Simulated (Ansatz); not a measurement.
System: sum formula Si₂N₂H₇, net charge 0, doublet state. It need not be the lowest isomer of its formula. SMILES: N[SiH2][N][SiH3]
Structure (B3LYP-D3(BJ)/def2-TZVP (Ansatz, a first-principles code) minimum search):
```xyz
11

N     -1.1924     2.0974     0.8342
Si    -0.6525     0.4742     0.8448
N      0.2409    -0.0766    -0.5209
Si     1.1255    -1.4565    -1.0369
H     -1.8706     2.4178     0.1605
H     -0.5727     2.8434     1.1083
H      0.1876     0.3294     2.0588
H     -1.8419    -0.4151     0.8728
H      2.3891    -0.9958    -1.6624
H      1.4599    -2.4445     0.0219
H      0.2871    -2.1278    -2.0634
```
Charge 0, spin multiplicity 2.

Computed values are from Ansatz. Correlated levels leave the core frozen unless marked. Open shells are spin-unrestricted. No spin-orbit coupling. Non-relativistic. CBS(X,Y): correlation extrapolated as X^-3; Hartree-Fock from the larger set.

What is the atomisation energy De at CCSD(T)/CBS(cc-pV(T+d)Z,cc-pV(Q+d)Z)?

824.0 kcal/mol.

What is the dipole moment at CCSD(T)/aug-cc-pV(D+d)Z?

0.89 D.

What is the total energy at CCSD(T)/CBS(cc-pV(T+d)Z,cc-pV(Q+d)Z)?

-691.7518 Eh.

What is the T1 diagnostic at CCSD/cc-pV(Q+d)Z?

0.016.
